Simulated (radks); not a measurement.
Results of a calculation; reference values are marked as such.
Q: Valence configurations of the lead ion Pb+. Level of theory: Dirac Kohn-Sham, PBEsol, spin-unpolarised, spherical densities, point nucleus; open shells fill j = l - 1/2 first (a radial shooting solver on a logarithmic mesh with Libxc functionals). Order these by energy: [Xe] 4f14 5d10 6p3; [Xe] 4f13 5d10 6p4; [Xe] 4f14 5d9 6s1 6p3; [Hg] 6p1; [Xe] 4f14 5d8.5 6s2 6p2.5; [Xe] 4f13.5 5d10 6s2 6p1.5; [Xe] 4f13 5d10 6s1 6p3; [Xe] 4f14 5d9 6s2 6p2; [Xe] 4f13 5d10 6s2 6p2; [Xe] 4f12 5d10 6s2 6p3.

A: From the lowest, in eV above it: [Hg] 6p1 0.000; [Xe] 4f14 5d9 6s2 6p2 17.616; [Xe] 4f14 5d10 6p3 18.233; [Xe] 4f14 5d9 6s1 6p3 28.425; [Xe] 4f14 5d8.5 6s2 6p2.5 28.549; [Xe] 4f13.5 5d10 6s2 6p1.5 65.395; [Xe] 4f13 5d10 6s2 6p2 135.14; [Xe] 4f13 5d10 6s1 6p3 146.13; [Xe] 4f13 5d10 6p4 157.45; [Xe] 4f12 5d10 6s2 6p3 290.58. NIST lists [Hg] 6p1 as the ground configuration; this level of theory agrees among the configurations tried. The energies are those of spherical spin-averaged densities, not of single terms.
